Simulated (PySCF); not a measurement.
# Reading the logs of faulty runs: Al2CH6N

Calculated results; nothing here was measured. The program is PySCF 2.14.0, an open-source quantum chemistry code, run on an isolated molecule that a program drew, which may never have been made. The molecule is Al2CH6N (charge 0, doublet), drawn as the SMILES string `C[NH][Al][AlH2]`.

Each row is a Hartree-Fock (HF) and frozen-core CCSD(T) single point in the cc-pV(D+d)Z basis, meant for a local HF minimum. Run 1 is clean. Each other run has one planted mistake out of seven kinds, and not every kind appears here: one electron removed, one electron added, multiplicity raised by two, geometry at a saddle point, minimal basis STO-3G, one bond length entered in bohr, all coordinates scaled. The reference is restricted for singlets and unrestricted otherwise, and also for a bond in bohr. Adding or removing an electron swaps singlet and doublet. Electrons count all cores. HOMO and LUMO are orbital energies over both spins, the gradient is its largest component, and the lowest frequency (negative if imaginary) is given only where the gradient is small. Bond lengths are over the 9 bonds as drawn. T1 is the CCSD diagnostic: over 0.02 (restricted) or 0.045 (unrestricted) a single reference is doubtful.

Geometry of the clean run:
```xyz
10
Al2CH6N, angstrom
C    -0.2072    1.2389   -1.8563
N     0.2400    2.5586   -1.4471
Al   -0.1833    3.5604   -0.0414
Al   -1.8417    3.0318    1.9102
H     0.6195    0.5233   -1.9137
H    -0.7013    1.2560   -2.8333
H    -0.9268    0.8459   -1.1357
H     0.9028    2.9296   -2.1055
H    -1.3096    2.4588    3.2934
H    -3.3314    3.5834    1.8784
```

```
run,electrons,basis functions,<S^2>,HOMO (eV),LUMO (eV),gradient (hartree/bohr),lowest frequency (cm^-1),mean bond (Å),longest bond (Å),T1,HF (hartree),CCSD(T) (hartree),mistake
1,45,104,0.802,-7.02,0.76,3.8e-05,78,1.4788,2.615,0.0213,-579.63790,-580.13131,no fault
2,46,104,0.000,-0.39,5.55,2.5e-02,-,1.4788,2.615,0.0228,-579.62300,-580.15495,one electron added
3,45,104,1.488,-7.22,0.45,1.1e-02,-,1.6359,3.003,0.0447,-579.54745,-580.03189,one bond length entered in bohr
4,45,34,0.782,-2.76,7.59,3.7e-02,-,1.4788,2.615,0.0163,-572.59037,-572.78922,minimal basis STO-3G
5,45,104,0.803,-6.97,0.81,1.6e-02,-,1.4463,2.558,0.0211,-579.63357,-580.12384,?
6,45,104,3.834,-5.00,-0.11,8.2e-02,-,1.4788,2.615,0.0216,-579.52083,-579.97981,?
```

**Which mistake was planted in run 5, and what did it cost?**

The mean and the longest bond both change by the same factor, 0.978, and the gradient is no longer small. So the mistake is: all coordinates scaled. Subtracting run 1 and multiplying by 627.51 kcal/mol a hartree, the energy moved by 2.7 kcal/mol in HF and 4.7 kcal/mol in CCSD(T).

**Which mistake was planted in run 6, and what did it cost?**

Electrons, basis and geometry are unchanged, and <S^2> is 3.834, beside S(S+1) = 3.75 for a multiplicity of 4. So the mistake is: multiplicity raised by two. Subtracting run 1 and multiplying by 627.51 kcal/mol a hartree, the energy moved by 73.5 kcal/mol in HF and 95.1 kcal/mol in CCSD(T).

Cautions from the logs. Run 2: T1 is over the limit, so its CCSD(T) energy is less reliable.
